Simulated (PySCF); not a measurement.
# Hf²⁺: excitation energy

Hf²⁺ [Xe] 4f14 5d2 (3F) → Hf²⁺ [Xe] 4f14 5d1 6p1 (high-spin determinant), as a difference of total energies. All numbers are calculated (PySCF 2.14, scalar relativity by spin-free X2C-1e, in x2c-TZVPPall). Correlated levels: valence: [Xe] 4f14 frozen; valence and next inner shell: [Kr] 4d10 4f14 frozen. The calculations carry no spin-orbit coupling.

```csv
method,excitation energy (cm⁻¹)
UHF,45403
LDA,44551
PBE,44236
PBE0,45544
r2SCAN,46460
revPBE,44270
BP86,44464
wB97M-V,46652
MP2 (valence),45413
SCS-MP2 (valence),45406
MP2 (valence and next inner shell),45038
SCS-MP2 (valence and next inner shell),45200
```

A first-order spin-orbit estimate (lowest level to lowest level, LS coupling) adds -0.183 eV.

The basis was made for the ground configuration and has no added diffuse functions, so the excitation energy can come out too high.

The determinant of the upper state mixes LS terms, which raises its energy above the lowest term, most at the Hartree-Fock and MP2 levels.
